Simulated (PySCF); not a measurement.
`CC(=O)/C=C(/Cl)OCF`. Structure optimised with GFN2-xTB, isolated species.

```
atom  x, y, z in Å
C1     1.6988    0.2662   -1.0516
C2     1.7976   -0.8989   -0.1093
O3     2.8047   -1.5601    0.0083
C4     0.6084   -1.2376    0.6957
C5    -0.5730   -0.6106    0.7276
Cl6   -1.8293   -1.2105    1.7708
O7    -0.8764    0.4638   -0.0073
C8    -2.1104    1.1068    0.1389
F9    -2.0364    2.2202   -0.6169
H10    2.6384    0.3796   -1.5863
H11    0.8887    0.1066   -1.7583
H12    1.4787    1.1752   -0.4976
H13    0.7394   -2.1011    1.3305
H14   -2.9397    0.4930   -0.2457
H15   -2.2938    1.4154    1.1792
```

Question: What is the longest distance between nuclei?

Answer: O3···F9, 6.17 Å; the next longest distance is 6.11 Å.

Question: Work out the bond lengths C1–H10, C1–H11, C2–C4, C4=C5, C4–H13, C8–F9, C8–H15 in bohr.

Answer: For C1–H10 the difference vector is (0.9396, 0.1134, -0.5347) Å, of length 1.0870 Å. 1 bohr = 0.529177 Å. C1–H10 2.054; C1–H11 2.054; C2–C4 2.788; C4=C5 2.528; C4–H13 2.040; C8–F9 2.547; C8–H15 2.080 bohr.

Question: What are the angles C2–C1–H12, C2–C1–H11, H10–C1–H12, C2–C4–H13, C4–C5–Cl6, C4–C5–O7, O7–C8–H15, H14–C8–H15?

Answer: From the scalar product of the two bond vectors; for C2–C1–H12 it is -0.5588 Å² over 1.5017 × 1.0870 Å², cos θ = -0.3423. C2–C1–H12 110.0°; C2–C1–H11 110.1°; H10–C1–H12 109.8°; C2–C4–H13 114.0°; C4–C5–Cl6 119.4°; C4–C5–O7 124.3°; O7–C8–H15 112.0°; H14–C8–H15 111.2°.

Question: How far are the heavy atoms from their best plane (unweighted least squares)?

Answer: 0.047 Å rms; C1 0.07, C2 0.01, O3 0.07, C4 0.01, C5 0.02, Cl6 0.00, O7 0.06, C8 0.01, F9 0.08 Å (magnitudes).

Question: Give the dihedral angles Cl6–C5–O7–C8, O3–C2–C4–C5, C2–C4–C5–Cl6, O3–C2–C4–H13, H11–C1–C2–C4, H10–C1–C2–O3.

Answer: Cl6–C5–O7–C8 4° (synperiplanar); O3–C2–C4–C5 178° (antiperiplanar); C2–C4–C5–Cl6 180° (antiperiplanar); O3–C2–C4–H13 -2° (synperiplanar); H11–C1–C2–C4 -58° (synclinal); H10–C1–C2–O3 1° (synperiplanar). Dihedral signs follow IUPAC: positive where, seen along the central bond, the front bond turns clockwise onto the rear one.

Question: Write the matrix of distances between heavy atoms (Å, lower triangle).

Answer: 
```
C1    0.000
C2    1.502  0.000
O3    2.384  1.210  0.000
C4    2.550  1.475  2.324  0.000
C5    3.016  2.530  3.582  1.338  0.000
Cl6   4.753  4.097  4.970  2.664  1.740  0.000
O7    2.786  3.003  4.201  2.365  1.337  2.622  0.000
C8    4.078  4.400  5.594  3.633  2.379  2.848  1.399  0.000
F9    4.238  4.969  6.174  4.547  3.459  4.185  2.191  1.348  0.000
```

Whether it is a minimum is left open (no frequencies). The numbers are those of one conformer.

All values are computed, not measured.
